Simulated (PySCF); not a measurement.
C6H13N (charge -1 and doublet state).
SMILES with atom numbers: `[CH2-:1][CH:2][C@:3]([CH3:4])([NH2:5])[CH2:6][CH3:7]` (hydrogens: H8, H9 on C1; H10 on C2; H11, H12, H13 on C4; H14, H15 on N5; H16, H17 on C6; H18, H19, H20 on C7)

Structure used (GFN2-xTB), in Å, numbered top down from 1:
```
atom  x, y, z in Å
C1     1.8708    0.3431    1.5430
C2     0.5518   -0.1200    1.1431
C3     0.1950   -0.1790   -0.3146
C4     0.8712   -1.3542   -1.0829
N5     0.5878    1.0442   -1.0572
C6    -1.3361   -0.3496   -0.4807
C7    -2.1115    0.7206    0.2775
H8     2.1823    1.3245    1.1523
H9     2.0586    0.2889    2.6229
H10    0.2139   -1.0168    1.6817
H11    1.9489   -1.2874   -0.9484
H12    0.6408   -1.3179   -2.1507
H13    0.5330   -2.3069   -0.6781
H14    1.6025    1.0914   -0.9913
H15    0.2529    1.8355   -0.5105
H16   -1.5944   -0.3262   -1.5446
H17   -1.6103   -1.3306   -0.0825
H18   -1.6325    0.8332    1.2538
H19   -2.0706    1.6747   -0.2450
H20   -3.1592    0.4433    0.4094
```

The hyperfine couplings belong to this conformer and change with its torsions.

Theory: UKS B3LYP, pcH-1 on C H N, non-relativistic, mean-field spin-orbit, GIAO (PySCF). Whether the extra electron is bound in the gas phase wasn't checked; a finite basis holds it in any case. A GFN2-xTB geometry isn't a minimum of the functional, and hyperfine couplings can be far from their values at a DFT geometry, by a factor of two or more for some ions and for spin on atoms past the first row. The SCF solution wasn't tested for stability.

Principal values of hyperfine tensors in MHz (contact and dipolar terms together), for some of the nuclei:

```
atom  isotope      A1     A2      A3
  C1      13C   33.95  35.05  149.87
  C2      13C   26.75  27.98  143.51
  C7      13C   39.53  40.74   45.14
  C4      13C   19.03  19.69   29.01
  H8       1H    3.84  19.97   39.57
  C6      13C   19.74  20.19   22.45
 H10       1H  -24.62  -8.67   11.72
  H9       1H  -24.40  -8.42   11.82
```

Q: Split each tensor into its isotropic and traceless parts, and turn a_iso into mT with g = 2.0026.

A: a_iso is a third of the trace, T = A − a_iso, and a(mT) = a(MHz)/(g × 13.996).

```json
{"atom": "C1", "a_iso (MHz)": "72.96", "a_iso (mT)": "2.603", "T1": "-39.01", "T2": "-37.90", "T3": "76.91"}
{"atom": "C2", "a_iso (MHz)": "66.08", "a_iso (mT)": "2.358", "T1": "-39.33", "T2": "-38.10", "T3": "77.43"}
{"atom": "C7", "a_iso (MHz)": "41.80", "a_iso (mT)": "1.491", "T1": "-2.27", "T2": "-1.06", "T3": "3.34"}
{"atom": "C4", "a_iso (MHz)": "22.58", "a_iso (mT)": "0.805", "T1": "-3.55", "T2": "-2.89", "T3": "6.43"}
{"atom": "H8", "a_iso (MHz)": "21.13", "a_iso (mT)": "0.754", "T1": "-17.29", "T2": "-1.16", "T3": "18.45"}
{"atom": "C6", "a_iso (MHz)": "20.79", "a_iso (mT)": "0.742", "T1": "-1.05", "T2": "-0.60", "T3": "1.66"}
{"atom": "H10", "a_iso (MHz)": "-7.19", "a_iso (mT)": "-0.256", "T1": "-17.43", "T2": "-1.48", "T3": "18.91"}
{"atom": "H9", "a_iso (MHz)": "-7.00", "a_iso (mT)": "-0.250", "T1": "-17.40", "T2": "-1.42", "T3": "18.82"}
```

Q: What spin density at the nucleus of C4 lies behind its contact coupling (g_N = 1.40482)?

A: a_FC = 800.24 MHz bohr³ × g_N × ρ(0)/(2S). With a_FC = 22.58 MHz and 2S = 1, ρ(0) = 0.02008 bohr⁻³.

Q: N5 (14N, g_N = 0.40376) isn't in the table. Its spin density at the nucleus is 0.02086 bohr⁻³. What is its contact coupling?

A: By the same relation, a_FC = 6.74 MHz. Its full tensor has the principal values 6.39, 6.51, 7.32 MHz.

Q: In a single crystal, with the field along each principal axis of the tensor of C2 in turn, what first-order splitting does this nucleus give (isotropic g, quadrupole terms neglected)?

A: 2 lines (I = 1/2), spaced by |A_i|/(g × 13.996): 0.95, 1.00, 5.12 mT along the axes of A1, A2 and A3.
